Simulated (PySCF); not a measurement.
# O²⁺ (oxygen, charge +2) across methods

[He] 2s1 2p3, high-spin 5S determinant (an excited configuration). Calculation: PySCF 2.14, in dyall-av2z (11s7p2d, 42 functions); the non-relativistic Hamiltonian (point nucleus).

| method | E (hartree) | mean ε 1s β (eV) | mean ε 2s α (eV) | mean ε 2p α (eV) | Σ⟨r²⟩ (bohr²) | ⟨S²⟩ |
| --- | --- | --- | --- | --- | --- | --- |
| UHF | -72.90201 | -599.74 | -76.979 | -56.911 | 4.899 | 6.000 |
| TPSSh | -73.0090 | -560.59 | -63.163 | -47.095 | 4.949 | 6.000 |
| PBE0 | -72.9453 | -564.56 | -65.033 | -48.684 | 4.949 | 6.000 |
| PBEsol | -72.6866 | -550.58 | -60.650 | -45.654 | 4.984 | 6.000 |
| B3LYP | -72.9813 | -562.89 | -63.914 | -47.928 | 4.955 | 6.000 |
| r2SCAN | -73.0122 | -557.83 | -63.038 | -46.825 | 4.923 | 6.000 |
| PBE | -72.9232 | -552.58 | -60.902 | -45.778 | 4.979 | 6.000 |
| LDA | -72.4369 | -548.58 | -60.416 | -45.738 | 5.002 | 6.000 |

(1) Estimate the same row for TPSS.

Results:

(1) E (hartree) = -73.0096; mean ε 1s β (eV) = -556.15; mean ε 2s α (eV) = -61.592; mean ε 2p α (eV) = -45.960; Σ⟨r²⟩ (bohr²) = 4.959; ⟨S²⟩ = 6.000.
